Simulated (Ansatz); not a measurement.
The cluster Pt₂Au₃⁺. The state is a singlet with charge 1. Geometry PBE-D4/def2-SVP, basis def2-TZVP, Ansatz.

Cartesian coordinates in Å:
```
Pt 0.0103 -0.6368 1.7012
Pt 0.7303 1.2149 0.0842
Au -0.9287 -0.9067 -0.8396
Au 1.7916 -1.4432 -0.0369
Au -1.6035 1.7717 -0.9089
```

| run | HOMO (eV) | LUMO (eV) |
| --- | --- | --- |
| A | -9.78 | -9.55 |
| B | -10.13 | -9.96 |
| C | -9.81 | -9.40 |
| D | -10.56 | -8.58 |
| E | -10.48 | -8.88 |

In the def2 sets Au, Pt take a core potential; there is no spin–orbit coupling. B3LYP takes the VWN-RPA correlation. No other spin state of charge 1 was run. Another isomer (singlet) lies 0.03 eV lower at PBE0-D4/def2-TZVP; other spin states weren't run for this one.

Task: The runs used B3LYP, LDA (SPW92), PBE, PBE0, r2SCAN. Estimate which is which.

Result: A PBE (0 % exact exchange); B LDA (SPW92) (0 % exact exchange); C r2SCAN (0 % exact exchange); D PBE0 (25 % exact exchange); E B3LYP (20 % exact exchange). Exact exchange lowers occupied and raises empty levels; among semilocal functionals meta-GGAs tend to open the gap a little, and such runs are hard to tell apart. The gap grows from 0.17 eV (LDA (SPW92)) to 1.98 eV (PBE0). The restricted singlet is unstable towards broken spin symmetry in Hartree–Fock (as tested in another run); at PBE-D4/def2-TZVP, LDA (SPW92)/def2-TZVP, r2SCAN-D4/def2-TZVP, PBE0-D4/def2-TZVP and others this wasn't settled.
